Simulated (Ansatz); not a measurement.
Cost and result for the atomization energy of C$_{2}$H$_{6}$BFSi (`C=C[SiH2]BF`) (11 atoms, 10 bonds).

```xyz
11

C    -1.530   -0.638    0.858
C    -0.916   -0.930   -0.286
Si    0.635   -0.093   -0.889
B     1.404    1.342    0.332
F     0.838    1.676    1.481
H    -2.435   -1.153    1.170
H    -1.160    0.126    1.535
H    -1.350   -1.710   -0.911
H     0.394    0.540   -2.221
H     1.710   -1.105   -1.118
H     2.409    1.943    0.050
```

Total charge 0; spin multiplicity 1. The geometry is a stationary point of PBE0-D4/def2-TZVP. It is one conformer, not always the lowest. Program: Ansatz. All runs use 4 threads of an Arm Neoverse V1 on a shared host. Times are those of one run each, without the atoms' runs, and a repeat can differ threefold. Electronic energies, without spin–orbit coupling; frozen cores. CCSD(T)/CBS adds CCSD(T) − MP2 in def2-TZVPP to the MP2 limit, and its time is that of the two runs behind it. T1 = 0.014.

CCSD(T)/CBS is a level of theory with its own doubt, some kJ/mol a heavy atom from the limit and from the frozen cores, so smaller differences don't rank the functionals.

| level | functions | wall time | atomization (kcal/mol) | difference from CCSD(T)/CBS | per bond |
| --- | --- | --- | --- | --- | --- |
| LDA (SPW92)/def2-TZVPP | 250 | 1.2 s | 1127.4 | 131.8 | 13.2 |
| revPBE-D4/def2-TZVPP | 250 | 2 s | 991.2 | -4.4 | -0.4 |
| PBE-D4/def2-TZVPP (with forces) | 250 | 2.4 s | 1013.6 | 18.0 | 1.8 |
| PBE0-D4/def2-TZVPP | 250 | 2.6 s | 999.3 | 3.7 | 0.4 |
| CAM-B3LYP-D4/def2-TZVPP | 250 | 3.1 s | 1003.4 | 7.8 | 0.8 |
| CCSD(T)/def2-SVP | 104 | 4.2 s | 951.3 | -44.3 | -4.4 |
| r2SCANh-D4/def2-TZVPP | 250 | 4.4 s | 995.9 | 0.3 | 0.0 |
| B2PLYP/def2-TZVPP | 250 | 5 s | 989.1 | -6.5 | -0.6 |
| PBE-QIDH/def2-TZVPP | 250 | 5.5 s | 992.7 | -2.9 | -0.3 |
| ωB97M-V/def2-TZVPP (with forces) | 250 | 11 s | 999.8 | 4.2 | 0.4 |
| MP2/def2-QZVPP | 478 | 20 s | 1000.5 | 4.9 | 0.5 |
| CCSD(T)/def2-TZVPP | 250 | 2.1 min | 973.0 | -22.6 | -2.3 |
| CCSD(T)/CBS(def2) | – | 2.4 min | 995.6 | 0.0 | 0.0 |

The D4 term adds +8.0 kcal/mol with B3LYP and +4.2 kcal/mol with PBE0; it sums over pairs of atoms, weighted by their polarisabilities, and B3LYP, whose exchange is more repulsive, gets the larger term. From r2SCAN to r2SCAN0 (25 % exact exchange), in def2-TZVPP and without D4, the atomization energy moves by −13.3 kcal/mol: exact exchange takes away binding that semilocal exchange gives to molecules. In def2-TZVPP, CCSD(T) changes the Hartree–Fock value by +211.4 kcal/mol (the triples alone add +13.0 kcal/mol) and MP2 by +225.5 kcal/mol; breaking electron pairs costs correlation energy, which Hartree–Fock lacks.

B3LYP here is the variant with VWN-RPA as its local correlation; programs differ in this.
